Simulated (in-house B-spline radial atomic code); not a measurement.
Results of a calculation; reference values are marked as such.
From levels and matrix elements to observables: K IX (K8+)

One electron outside the [He] 2s2 2p6 core, from a B-spline radial code for spherical atoms: Brueckner orbitals with a screened correlation potential on Dirac-Hartree-Fock, Breit and QED terms for the lowest states, dipole elements in length form with static core polarisation. The core's own polarisability, by RPA, is 0.02767 bohr³.

| state | removal energy (cm⁻¹) | size of the reduced dipole element to 3s1/2 (a.u.) |
| --- | --- | --- |
| 3s1/2 | 1418016 | - |
| 4s1/2 | 719122 | - |
| 3p1/2 | 1260858 | 0.8525 |
| 3p3/2 | 1257092 | 1.208 |
| 4p1/2 | 659752 | 0.2054 |
| 4p3/2 | 658340 | 0.2844 |

Use R = 109737.3 cm⁻¹, 1 hartree = 219474.6 cm⁻¹, c = 137.036 and 1 a.u. of rate = 4.1341e16 s⁻¹.

(1) Find the quantum defects of the two s states and predict 5s1/2.

(2) What are the wavelength, oscillator strength and rate of 3s1/2–3p3/2?

(3) Estimate the static polarisability of 3s1/2.

## Answers

(1) With n* = 9 √(R/E): 3s1/2 has n* = 2.5037, δ = 0.4963; 4s1/2 has n* = 3.5158, δ = 0.4842. Ritz's form δ = δ0 + b/n*² gives b = 0.154, δ0 = 0.4718, so with n* ≈ 5 − 0.4842, δ = 0.4794 and E = R × 9²/(5 − 0.4794)² = 434949 cm⁻¹. The program finds 435077 cm⁻¹.

(2) ΔE = 160924 cm⁻¹ = 0.73322 hartree, λ = 62.141 nm in vacuum. f = (2/3) ΔE D²/(2j + 1 of the lower state) = (2/3) × 0.73322 × 1.208²/2 = 0.3567. A = (4/3) ΔE³ D²/(c³ (2j' + 1)) = 7.4511e-08 a.u. = 3.080e+09 s⁻¹, a partial lifetime of 0.3246 ns.

(3) Each p state adds (2/3) D²/(2 ΔE): 3p1/2 0.3383, 3p3/2 0.6634, 4p1/2 0.00407, 4p3/2 0.007789. With the core the sum is 1.041 bohr³. The program's sum over the whole spectrum, Pauli blocking of the core included, is 1.046.
